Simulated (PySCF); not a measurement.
H₅O₃SSiTa, SMILES [SiH3][O][Ta]([OH])([OH])=[S], multiplicity 1. Atoms are numbered in the order given.

```xyz
11

Ta    -0.3608     0.1082     0.2401
S      0.2019     2.0834    -0.5067
O     -0.3224     0.1171     2.1433
H     -0.1108     0.7645     2.8256
O     -2.1152    -0.3196    -0.3619
H     -2.7817     0.1139    -0.9072
O      0.8840    -1.1680    -0.4286
Si     2.1939    -1.7990    -1.2617
H      3.1034    -2.4654    -0.2895
H      2.9122    -0.6992    -1.9618
H      1.6975    -2.7952    -2.2504
```
Charge 0, spin multiplicity 1.

Geometry optimised at B3LYP-D3(BJ)/def2-SVP. The multiplicity is an assumed one; other spin states were not compared. The def2 effective core potentials stand for the cores of Ta; spin–orbit coupling is left out. Other conformers were not sampled.

Method: PySCF with PBE/def2-TZVP.

ESP charges are fitted to the potential on shells at 1.4 to 2.0 van der Waals radii. Atomic charges (e):

```
atom  Löwdin  ESP fit  Mulliken
----  ------  -------  --------
Ta1     0.31     0.62      1.17
S2     -0.01    -0.36     -0.40
O3     -0.26    -0.48     -0.59
H4      0.18     0.37      0.34
O5     -0.26    -0.48     -0.59
H6      0.18     0.37      0.34
O7     -0.16    -0.15     -0.46
Si8     0.15     0.21      0.27
H9     -0.04    -0.04     -0.03
H10    -0.03    -0.04     -0.02
H11    -0.04    -0.04     -0.03
```
